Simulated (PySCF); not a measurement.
Germanium: a sound run and one with changed settings

Sound run: Ge [Ar] 3d10 4s2 4p2, Ge⁺ [Ar] 3d10 4s2 4p1. All numbers are calculated (PySCF 2.14, scalar relativity by spin-free X2C-1e, in aug-cc-pVDZ-DK). The sound run starts from symmetry-adapted Hartree-Fock orbitals and uses a fine grid where one is needed.

A second run was set up differently.

```
species  method  sound run (hartree)  changed run (hartree)  converged
     Ge     UHF          -2096.95964            -2096.95903         no
     Ge  r2SCAN          -2098.60717            -2098.60694         no
     Ge   M06-L          -2098.54737            -2098.54706         no
    Ge⁺     UHF          -2096.68721            -2096.68720         no
    Ge⁺  r2SCAN          -2098.31082            -2098.31069         no
    Ge⁺   M06-L          -2098.26642            -2098.26627         no
```

Question: What was changed?
A. level shift left on
B. too few SCF iterations
C. a valence shell is frozen
D. minimal basis

Answer: A. It used initial guess sap, at most 50 SCF cycles, level shift 10.0 hartree. A level shift slows the SCF but leaves a converged energy unchanged.
